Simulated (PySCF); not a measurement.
Structure elucidation problem

The spectra below were simulated for a compound C$_{4}$H$_{12}$OSi.

$^{1}$H NMR (600 MHz, computed): δ 4.91 (s, 3H), 3.45 (d, 2H), 1.75 (m, 1H), 0.96 (d, 6H).

$^{13}$C{$^{1}$H} NMR (computed): δ 75.5 (CH2), 35.6 (CH), 20.7 (CH3, 2C).

- geometry from GFN2-xTB
- PBE0/pcSseg-1 with gauge-including orbitals
- code: PySCF 2.14.0 with density-fitted response routines
- one averaged value for each set of equivalent atoms, single conformer, no solvent, non-relativistic

Shifts are taken against calculated references (same method and geometry level): TMS for $^{1}$H (σ = 31.72 ppm), $^{13}$C (σ = 186.93 ppm).

Question: Which of these isomers gave the spectra?
A. CC(C)CO[SiH3]
B. CC(C)(C)[SiH2]O
C. CC(C)(C)O[SiH3]

Answer: A. 

1. The formula gives 0 degrees of unsaturation.
2. 3 carbon signals for 4 carbons: some carbons are equivalent by symmetry or fast rotation.
3. Carbon types of the structure: 1 × CH, 1 × CH2, 2 × CH3, leaving 3 H on heteroatoms.
4. δC 75.5: sp3 CH2 bonded to O; deshielded by the electronegative neighbour.
5. δC 35.6: sp3 CH; a saturated carbon with 3 carbon neighbours and no heteroatom attached.
6. δC 20.7: methyl carbon; aliphatic region, no heteroatom directly attached.
7. δH 3.45: hydrogen on an sp3 CH2 bonded to O; its carbon carries O, hence the downfield position.
8. δH 0.96: hydrogen on a methyl carbon; far from electronegative atoms and π systems.

The others: CC(C)(C)[SiH2]O would give 2 carbon signals, not 3; CC(C)(C)O[SiH3] would give 2 carbon signals, not 3.

Shifts are as computed. Against solution values, carbons near 30 ppm lie about +3 ppm off and those near 130 ppm about +5 ppm. Of 1211 compounds with measured shifts, 218 miss one by over three times the rms of a fit or turn the order of signals round; such compounds aren't used in these exercises. No couplings were computed; multiplicities are counted from neighbouring protons, with m where these are inequivalent, close in shift, in a saturated or five-membered ring or joined by F or P, and br s for small geminal =CH2 splittings.
